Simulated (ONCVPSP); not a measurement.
**niobium (Nb): one change to an ONCV potential, before and after**

```
Element                 : niobium (Nb)
Generator               : ONCVPSP 4.0.1
Type                    : optimised norm-conserving Vanderbilt (ONCV)
Functional              : PBE
Relativity              : scalar-relativistic
Frozen core             : [Ar] 3d10
Valence charge          : 13
Reference configuration : 4s2 4p6 4d4 5s1
Partial waves           : 4s+5s: rc 1.60 bohr, ncon 4, nbas 8, qcut 6.8 1/bohr, 2 projectors; 4p: rc 1.45 bohr, ncon 3, nbas 8, qcut 6.9 1/bohr, 1 projector; 4d: rc 2.00 bohr, ncon 5, nbas 9, qcut 7.6 1/bohr, 3 projectors, debl 2.2 Ha
Local potential         : polynomial inside 1.25 bohr (lpopt 5, dvloc0 -1 Ha)
Core correction         : Teter function, fcfact 2, rcfact 1.6
```

Change: d: qcut 11.6.

Cutoffs: the cutoffs (Ha) at which the residual kinetic energy of the hardest occupied pseudo-wave falls to 1 and 0.1 mHa per electron; they do not see the model core or the augmentation charge, which bear on the density cutoff. Errors are all-electron minus pseudo energies relative to the spin-unpolarised reference configuration.

Task: What does the change do?

Result: The potential gets harder (19 Ha and 24 Ha → 25 Ha and 36 Ha); the errors of the 3 common tests hardly move; neither file shows a bound ghost. The waves are optimised to have the least kinetic energy above qcut, so the cutoff follows it (qcut²/2 in Ha).

```tsv
quantity	base	changed
cutoff, loose	19 Ha	25 Ha
cutoff, tight	24 Ha	36 Ha
loose cutoff by channel	s 19 Ha, p 18 Ha, d 17 Ha	s 19 Ha, p 18 Ha, d 25 Ha
bound ghosts	none	none
GHOST(+) flags under 300 eV	s at 177.3 eV	s at 177.3 eV
tests with a reliable result	3 of 4	3 of 4
error for 4s2 4p6 4d4 5s0, meV [ΔE 6.64 eV]	-1.9	-2.0
error for 4s2 4p6 4d3 5s0, meV [ΔE 20.68 eV]	-0.7	-0.6
error for 4s2 4p6 4d4.5 5s0.5, meV [ΔE 0.56 eV]	-1.3	-1.3
s: phases at 1.62 bohr within 0.05 rad from the reference energy up to (Ha; the scan ends near 5)	to the end of the scan	to the end of the scan
p: phases at 1.47 bohr within 0.05 rad from the reference energy up to (Ha; the scan ends near 5)	1.7	1.7
d: phases at 2.03 bohr within 0.05 rad from the reference energy up to (Ha; the scan ends near 5)	to the end of the scan	to the end of the scan
rms error of d²Exc/dni dnj with the model core, mHa	1.04	1.04
```
